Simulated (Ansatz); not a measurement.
`[NH2][Nb]([NH2])([NH2])=[S]`, relaxed with RKS PBE-D4/def2-SVP in Ansatz from a rough embedded geometry. The force threshold is 0.03 eV/Å; the program also tests the step.

Total charge 0; spin multiplicity 1. Nb: def2 effective core potential.

Start:

```xyz
11

N    -0.977   -0.619   -1.521
Nb    0.445   -0.142   -0.119
N     0.294    1.914    0.313
N     0.151   -1.292    1.666
S     2.311   -0.590   -0.828
H    -1.209    0.245   -2.109
H    -1.841   -0.904   -1.054
H     1.190    2.130    0.932
H     0.477    2.466   -0.589
H     0.013   -2.246    1.333
H    -0.854   -0.961    1.976
```

| step | energy (eV) | largest force (eV/Å) | largest move (Å) |
| --- | --- | --- | --- |
| 1 | -16940.4807 | 5.089 | 0.000 |
| 2 | -16941.3388 | 2.342 | 0.194 |
| 3 | -16941.6880 | 1.094 | 0.200 |
| 4 | -16941.9566 | 1.333 | 0.195 |
| 5 | -16942.1577 | 0.807 | 0.200 |
| 6 | -16942.2596 | 0.381 | 0.200 |
| 7 | -16942.3158 | 0.197 | 0.200 |
| 8 | -16942.3454 | 0.115 | 0.200 |
| 9 | -16942.3457 | 0.117 | 0.003 |
| 10 (rejected) | -16942.3210 | 1.142 | 0.196 |
| 11 | -16942.3540 | 0.086 | 0.098 |
| 12 | -16942.3554 | 0.017 | 0.042 |

End:

```xyz
11

N    -1.037   -0.284   -1.538
Nb    0.387   -0.146   -0.165
N     0.532    1.751    0.396
N    -0.133   -1.231    1.411
S     2.289   -0.849   -0.966
H    -0.867   -0.356   -2.547
H    -2.011   -0.540   -1.341
H     1.417    2.231    0.594
H    -0.215    2.446    0.290
H     0.245   -2.161    1.623
H    -0.607   -0.861    2.243
```

Hardware: 4 threads of an Arm Neoverse V2 on a shared host. Wall time 22 s, peak host memory 0.18 GiB.
